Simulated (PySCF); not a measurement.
SbF2, SMILES [F][Sb][F], multiplicity 2. Geometry: PBE-D3(BJ)/def2-TZVP. The multiplicity is an assumed one; other spin states were not compared. The isomer is the one that the SMILES or the coordinates give; other isomers of the formula were not compared. The def2 effective core potentials stand for the cores of Sb; spin–orbit coupling is left out.

All values below come from PBE-D3(BJ)/def2-TZVP run with PySCF 2.14.0.

Harmonic wavenumbers (cm⁻¹): 189, 584, 600. Rotational constants (GHz): 10.40, 6.447, 3.980; symmetry number 2.

### Question
Work out the zero-point energy and the ideal-gas rigid-rotor harmonic-oscillator thermochemistry at 298.15 K and 1 atm.

### Answer
ZPE = ½ Σ hcν = ½ × 1373 cm⁻¹ = 1.96 kcal/mol. H − E(el) = 4.90 kcal/mol. Entropy in cal/(mol K): translation 41.11, rotation 23.23, vibration 3.16, spin 1.38, total 68.88. G − E(el) = -15.63 kcal/mol. Cp = 11.90 cal/(mol K).
